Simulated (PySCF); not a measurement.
Screening by computed properties: pick the candidate that meets the target.

Each SMILES stands for a single optimised conformer of the isolated species (atoms past krypton carry core potentials, spin–orbit coupling is left out). Electronic properties by PySCF.

Dipoles, sizes and rotational constants follow the conformer. The torsions of the flexible species, by atom-mapped SMILES:
- `[CH3:1][NH:2][GeH2:3][NH:4][GeH2:5][F:6]`: C1–N2–Ge3–N4 154°, N2–Ge3–N4–Ge5 -10°, Ge3–N4–Ge5–F6 59°
- `[BH2:1][SiH2:2][OH:3]`: H–O3–Si2–B1 47°
- `[CH3:1][O+:2]([CH3:3])[BH2-:4][NH:5][CH:6]=[O:7]`: C1–O2–B4–N5 158°, O2–B4–N5–C6 -74°, B4–N5–C6–O7 9°

The conformers of `C[C](=S)[GeH]1[CH2]CC[CH2]1` aren't listed.

**Question.** Wanted: lowest singlet excitation above 5.4 eV (TDDFT B3LYP/def2-SVPD) and HOMO energy below -7 eV (B3LYP/def2-SVPD), at PBE0-D3(BJ)/def2-SVP geometries. Which candidate meets both?
A. `[GeH]1([C](C)=S)[CH2]CC[CH2]1`
B. `[H][Sn]([CH3])([CH3])[CH3]`
C. `B[SiH2]O`
D. `[O+]([BH2-]NC=O)(C)C`
E. `[GeH2]([NH][GeH2][F])[NH]C`

**Answer.** B. Computed values:
```
                      species  lowest singlet excitation  HOMO energy
[GeH]1([C](C)=S)[CH2]CC[CH2]1                    2.18 eV     -5.97 eV
                     B[SiH2]O                    3.86 eV     -7.82 eV
         [O+]([BH2-]NC=O)(C)C                    5.35 eV     -6.78 eV
   [GeH2]([NH][GeH2][F])[NH]C                    5.47 eV     -6.47 eV
   [H][Sn]([CH3])([CH3])[CH3]                    6.87 eV     -7.65 eV
```

**Question.** Wanted: lowest triplet excitation (Tamm–Dancoff) above 5 eV (TDA B3LYP/def2-SVPD) and HOMO–LUMO gap above 6.6 eV (B3LYP/def2-SVPD), at PBE0-D3(BJ)/def2-SVP geometries. Which candidate meets both?
A. `[O+]([BH2-]NC=O)(C)C`
B. `[H][Sn]([CH3])([CH3])[CH3]`
C. `B[SiH2]O`
D. `[GeH2]([NH][GeH2][F])[NH]C`
E. `[GeH]1([C](C)=S)[CH2]CC[CH2]1`

**Answer.** B. Computed values:
```csv
species,lowest triplet excitation (Tamm–Dancoff),HOMO–LUMO gap
[GeH]1([C](C)=S)[CH2]CC[CH2]1,1.71 eV,3.52 eV
B[SiH2]O,3.09 eV,5.11 eV
[O+]([BH2-]NC=O)(C)C,4.88 eV,6.78 eV
[GeH2]([NH][GeH2][F])[NH]C,5.24 eV,6.36 eV
[H][Sn]([CH3])([CH3])[CH3],6.55 eV,7.72 eV
```

**Question.** Wanted: smallest rotational constant between 1 GHz and 2 GHz (PBE0-D3(BJ)/def2-SVP) and vertical ionisation energy below 10 eV (ΔSCF B3LYP/def2-SVPD), at PBE0-D3(BJ)/def2-SVP geometries. Which candidate meets both?
A. `[H][Sn]([CH3])([CH3])[CH3]`
B. `C[NH][GeH2][NH][GeH2][F]`
C. `C[O+](C)[BH2-]NC=O`
D. `B[SiH2]O`

**Answer.** C. Computed values:
```
                   species  smallest rotational constant  vertical ionisation energy
  C[NH][GeH2][NH][GeH2][F]                     0.715 GHz                     8.62 eV
        C[O+](C)[BH2-]NC=O                     1.464 GHz                     9.26 eV
[H][Sn]([CH3])([CH3])[CH3]                     2.452 GHz                     9.72 eV
                  B[SiH2]O                     5.163 GHz                    10.25 eV
```
